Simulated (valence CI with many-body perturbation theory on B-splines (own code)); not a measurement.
# Level structure of Kr¹⁴⁺

Computed by configuration interaction combined with many-body perturbation theory (CI+MBPT): four valence electrons over a frozen Dirac-Fock core [Ar], a basis of 7 s, 7 p, 8 d, 6 f, 4 g, 1 h functions for each j, with the one-electron correlation potential Σ1 (screened to all orders), the two-electron term Σ2, the three-electron term Σ3, Breit, model QED; selected single and double excitations, second order for the rest, scaled by the run's own slope (own B-spline code, finite nucleus).

No measured spectrum was set against this ion. As an estimate, terms of the open shell hold to 2 to 4 % of their energy, and close levels can change places. The list stops below the first excitations out of the core. Only levels of the ground parity were solved; by the run's estimate the other parity begins above the list, which can be wrong where configurations are misplaced.

Levels 1 to 34 of 34, with energies above the lowest level, 3d4 5D_0. "Leading %" is the weight of the configuration and term that name the level; weights of strongly mixed levels are sums over their largest components and can fall short. Lifetimes count E1, E2, E3, M1 and M2 decay at the calculated energies, and are blank where another channel may lead or the interval is too uncertain; long ones can be off by a factor of two.

| No. | Configuration | Term | J | E (cm⁻¹) | Leading % | Second component | g | Lifetime |
| --- | --- | --- | --- | --- | --- | --- | --- | --- |
| 1 | 3d4 | 5D | 0 | 0.0 | 94 | 6 % 3d4 3P |  |  |
| 2 | 3d4 | 5D | 1 | 2426 | 96 |  | 1.498 | 1.35 s |
| 3 | 3d4 | 5D | 2 | 5988 | 98 |  | 1.496 | 401 ms |
| 4 | 3d4 | 5D | 3 | 10028 | 98 |  | 1.493 | 333 ms |
| 5 | 3d4 | 5D | 4 | 14247 | 96 |  | 1.490 | 501 ms |
| 6 | 3d4 | 3P | 0 | 49876 | 86 | 8 % 3d4 1S |  | 2.68 ms |
| 7 | 3d4 | 3H | 4 | 55202 | 71 | 12 % 3d4 3G | 0.887 | 32.9 ms |
| 8 | 3d4 | 3P | 1 | 60591 | 94 |  | 1.474 | 3.34 ms |
| 9 | 3d4 | 3H | 5 | 60774 | 87 | 12 % 3d4 3G | 1.053 | 228 ms |
| 10 | 3d4 | 3F | 3 | 63586 | 54 | 44 % 3d4 3G | 0.937 | 8.00 ms |
| 11 | 3d4 | 3H | 6 | 64236 | 93 | 6 % 3d4 1I | 1.154 | 1.30 s |
| 12 | 3d4 | 3F | 2 | 65105 | 95 |  | 0.686 | 9.26 ms |
| 13 | 3d4 | 3F | 4 | 67783 | 59 | 22 % 3d4 3H | 1.120 | 5.62 ms |
| 14 | 3d4 | 3P | 2 | 73148 | 88 | 11 % 3d4 3D | 1.459 | 6.58 ms |
| 15 | 3d4 | 3G | 4 | 75858 | 65 | 19 % 3d4 1G | 1.071 | 21.1 ms |
| 16 | 3d4 | 3G | 3 | 75930 | 54 | 45 % 3d4 3F | 0.904 | 9.49 ms |
| 17 | 3d4 | 3G | 5 | 80316 | 87 | 12 % 3d4 3H | 1.178 | 20.8 ms |
| 18 | 3d4 | 3D | 3 | 88465 | 95 |  | 1.318 | 6.48 ms |
| 19 | 3d4 | 3D | 2 | 90301 | 77 | 9 % 3d4 3P | 1.168 | 5.26 ms |
| 20 | 3d4 | 1I | 6 | 91353 | 93 | 6 % 3d4 3H | 1.009 | 13.4 ms |
| 21 | 3d4 | 3D | 1 | 92872 | 97 |  | 0.527 | 4.55 ms |
| 22 | 3d4 | 1G | 4 | 97349 | 73 | 14 % 3d4 3F | 1.026 | 3.90 ms |
| 23 | 3d4 | 1S | 0 | 102950 | 90 | 10 % 3d4 3P |  | 2.87 ms |
| 24 | 3d4 | 1D | 2 | 114110 | 82 | 8 % 3d4 3D | 1.021 | 3.43 ms |
| 25 | 3d4 | 1F | 3 | 124700 | 89 | 6 % 3d4 3F | 1.012 |  |
| 26 | 3d4 | 3P | 2 | 143020 | 96 |  | 1.475 | 4.27 ms |
| 27 | 3d4 | 3F | 4 | 146390 | 95 | 4 % 3d4 1G | 1.237 |  |
| 28 | 3d4 | 3F | 2 | 148400 | 96 |  | 0.684 | 3.12 ms |
| 29 | 3d4 | 3F | 3 | 149950 | 91 | 8 % 3d4 1F | 1.077 |  |
| 30 | 3d4 | 3P | 1 | 152930 | 99 |  | 1.496 |  |
| 31 | 3d4 | 3P | 0 | 157820 | 98 |  |  |  |
| 32 | 3d4 | 1G | 4 | 167200 | 95 | 4 % 3d4 3F | 1.009 |  |
| 33 | 3d4 | 1D | 2 | 217150 | 99 |  | 0.999 |  |
| 34 | 3d4 | 1S | 0 | 279550 | 99 |  |  |  |

Names give the largest LS component (configuration and term), which can be under half, so a name can repeat, a term be missing and a line seem to break the LS rules; names also repeat where a configuration has a term twice.

The ionisation energy to 3d3 4F_3/2 of the next ion comes out as 491.24 eV (NIST: 492 ± 5 eV (theoretical)). All 34 levels together are meant to be complete up to 653170 cm⁻¹.
